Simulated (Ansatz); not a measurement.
Al₁₂⁺ (relaxed from a model of Al12 flat piece, whose bonding it doesn't keep). The state is a doublet with charge 1. Geometry PBE-D4/def2-SVP, that of the neutral singlet; atoms count from 1.

| atom | x (Å) | y (Å) | z (Å) |
| --- | --- | --- | --- |
| Al1 | 2.8932 | 1.3704 | -0.5546 |
| Al2 | 1.1142 | -0.5685 | -1.4201 |
| Al3 | 0.4556 | 2.0215 | -0.3154 |
| Al4 | -1.9082 | 2.8386 | 0.3652 |
| Al5 | 3.6071 | -0.9967 | -0.2700 |
| Al6 | 1.3262 | -0.0610 | 1.2794 |
| Al7 | -1.2894 | 0.3005 | -1.3554 |
| Al8 | -3.6221 | 0.9707 | -0.0018 |
| Al9 | 1.9739 | -2.7372 | 0.6649 |
| Al10 | -0.4690 | -2.0391 | 0.1331 |
| Al11 | -1.1563 | 0.3181 | 1.3959 |
| Al12 | -2.9250 | -1.4172 | 0.0789 |

Q: Estimate the Mulliken populations from the PBE0/def2-SVP orbitals of Ansatz.

A: 
| atom | charge (e) | spin (α − β) |
| --- | --- | --- |
| Al1 | 0.29 | 0.09 |
| Al2 | -0.18 | 0.10 |
| Al3 | 0.00 | 0.01 |
| Al4 | 0.37 | 0.27 |
| Al5 | 0.24 | -0.02 |
| Al6 | -0.21 | 0.06 |
| Al7 | -0.18 | 0.10 |
| Al8 | 0.24 | -0.02 |
| Al9 | 0.37 | 0.27 |
| Al10 | 0.00 | 0.01 |
| Al11 | -0.21 | 0.06 |
| Al12 | 0.29 | 0.09 |
Mulliken values depend strongly on the basis.

Q: Where does the spin sit?

A: Summed by element: Al 1.00, of 1 unpaired in all. Largest on single atoms: Al9 0.27, Al4 0.27, Al7 0.10.

Q: And the Mayer bond orders between heavy atoms (over 0.3)?

A: Al1–Al2 0.30 (2.77 Å); Al1–Al3 0.75 (2.53 Å); Al1–Al5 0.79 (2.49 Å); Al2–Al5 0.38 (2.78 Å); Al2–Al7 0.63 (2.56 Å); Al2–Al10 0.37 (2.66 Å); Al3–Al4 0.66 (2.59 Å); Al3–Al7 0.37 (2.66 Å); Al4–Al8 0.72 (2.56 Å); Al5–Al9 0.72 (2.56 Å); Al6–Al11 0.66 (2.51 Å); Al7–Al8 0.38 (2.78 Å); Al7–Al12 0.30 (2.77 Å); Al8–Al12 0.79 (2.49 Å); Al9–Al10 0.65 (2.60 Å); Al10–Al12 0.75 (2.53 Å).
